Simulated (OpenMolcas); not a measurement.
An atom or ion with 56 electrons was computed by SS-CASPT2, IPEA 0.25 Eh, imaginary shift 0.1 Eh with spin-orbit coupling (OpenMolcas, ANO-RCC-VTZP, DKH2). The lowest levels that the run gave, each within 12 % of the measured value where one is at hand:

```csv
J,Parity,E (cm⁻¹),g
0,even,0.0,
1,even,9420,0.499
2,even,9620,1.165
3,even,9970,1.334
2,even,11900,1.002
0,odd,12140,
1,odd,12330,1.500
2,odd,12730,1.501
1,odd,17820,1.001
2,even,21210,0.671
3,even,21570,1.084
4,even,21990,1.250
```

Question: Which ion is it, and what are the configurations and terms?

Answer: Ba (Z = 56, neutral; active space 2 electrons in 9 orbitals (5d 6s 6p)). J, parity and g give the terms where levels are pure, and mixed ones are named by the computed weights; the size of the splittings, set against known spectra of the 56-electron sequence, gives the charge. In order, with the measured energies in cm⁻¹ (NIST Handbook of Basic Atomic Spectroscopic Data): 6s² ¹S₀, 5d 6s ³D₁ (9034), 5d 6s ³D₂ (9216), 5d 6s ³D₃ (9597), 5d 6s ¹D₂ (11395), 6s 6p ³P°₀ (12266), 6s 6p ³P°₁ (12637), 6s 6p ³P°₂ (13515), 6s 6p ¹P°₁ (18060), 5d² ³F₂, 5d² ³F₃, 5d² ³F₄.

Term energies are means over components that CASPT2 splits; among the terms shown or strongly mixed into the levels shown the widest spread is 81 cm-1 (5d² ³F). A single d shell beside an s shell can misplace configurations of different d count against each other. Computed and measured levels are paired by configuration, term and J; levels that our copy of the source lacks, or whose pairing is in doubt (as where it misses far off the trend of its configuration), stay unpaired and out of the deviations. Only configurations of the active space appear.

° marks odd parity.
